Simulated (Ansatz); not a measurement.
Consider the formal exchange of groups at the Se–Si bond: `CC[SiH2][SeH]` + `CBOC` → `COB(C)[SeH]` + `CC[SiH3]`.

Program: Ansatz. Geometries: PBE0-D4/def2-TZVP. ΔE: electronic, gas phase. CBS: MP2 limit from def2 TZ/QZ plus the TZ coupled-cluster correction, frozen cores. Functionals use def2-TZVPP. B3LYP here is the variant with VWN-RPA as its local correlation; programs differ in this. For Se outer-core shells are correlated without core-valence functions, which leaves a few kJ/mol of doubt a bond. Scalar relativity is left out up to krypton. Each species was taken in one conformer, which may not be the lowest.

`CC[SiH2][SeH]`:

Z-matrix (Å, degrees):
```
C
C 1 1.524
H 1 1.093 2 111.3
H 1 1.093 2 111.4 3 -120.1
H 1 1.092 2 111.1 3 119.6
Si 2 1.872 1 114.2 3 -60.3
H 2 1.097 1 110.8 3 60.5
H 2 1.096 1 110.7 3 177.8
Se 6 2.286 2 112.7 1 -59.0
H 6 1.487 2 111.0 1 56.4
H 6 1.487 2 110.3 1 177.8
H 9 1.470 6 93.1 2 -66.0
```

`CBOC`:

Cartesian coordinates in Å:
```
C 0.761 1.109 1.365
B -0.141 0.169 0.506
O 0.264 -0.200 -0.725
C -0.504 -1.050 -1.549
H 1.681 1.407 0.859
H 0.207 2.010 1.649
H 1.023 0.619 2.309
H -1.201 -0.246 0.909
H -0.732 -0.530 -2.482
H -1.437 -1.343 -1.059
H 0.079 -1.944 -1.782
```

`COB(C)[SeH]`:

Cartesian coordinates in Å:
```
C -0.922 -0.883 1.651
O -0.296 0.205 1.003
B 0.151 0.148 -0.268
C 0.833 1.406 -0.901
Se -0.078 -1.534 -1.280
H -0.249 -1.743 1.709
H -1.834 -1.178 1.124
H -1.181 -0.565 2.661
H 0.868 2.236 -0.192
H 0.296 1.737 -1.794
H 1.856 1.181 -1.219
H 0.555 -1.009 -2.494
```

`CC[SiH3]`:

```xyz
11

C     0.200   -1.337   -0.436
C     0.366   -0.207    0.576
Si   -0.431    1.402    0.033
H     0.675   -2.259   -0.091
H     0.648   -1.079   -1.399
H    -0.855   -1.559   -0.616
H     1.428   -0.014    0.764
H    -0.064   -0.492    1.542
H    -1.893    1.211   -0.179
H     0.163    1.868   -1.251
H    -0.238    2.467    1.056
```

```json
{"level": "r2SCAN-D4", "ΔE (kJ/mol)": "-2.9", "difference from CCSD(T)/CBS": "-1.6"}
{"level": "B3LYP-D4", "ΔE (kJ/mol)": "0.5", "difference from CCSD(T)/CBS": "1.8"}
{"level": "ωB97M-V", "ΔE (kJ/mol)": "1.0", "difference from CCSD(T)/CBS": "2.3"}
{"level": "PBE", "ΔE (kJ/mol)": "0.4", "difference from CCSD(T)/CBS": "1.7"}
{"level": "r2SCAN", "ΔE (kJ/mol)": "-2.7", "difference from CCSD(T)/CBS": "-1.4"}
{"level": "B3LYP", "ΔE (kJ/mol)": "3.2", "difference from CCSD(T)/CBS": "4.5"}
{"level": "SCS-MP2/def2-TZVPP", "ΔE (kJ/mol)": "-3.5", "difference from CCSD(T)/CBS": "-2.2"}
{"level": "MP2/def2-QZVPP", "ΔE (kJ/mol)": "-2.7", "difference from CCSD(T)/CBS": "-1.4"}
{"level": "MP2/CBS(def2)", "ΔE (kJ/mol)": "-1.4", "difference from CCSD(T)/CBS": "-0.1"}
{"level": "CCSD/CBS(def2)", "ΔE (kJ/mol)": "0.6", "difference from CCSD(T)/CBS": "1.9"}
{"level": "CCSD(T)/CBS", "ΔE (kJ/mol)": "-1.3", "difference from CCSD(T)/CBS": "0"}
```

Largest T1 diagnostic among the species: 0.012.

In def2-TZVPP, CCSD(T) changes the Hartree–Fock value by −11.4 kJ/mol (the triples alone add −1.9 kJ/mol) and MP2 by −11.4 kJ/mol.
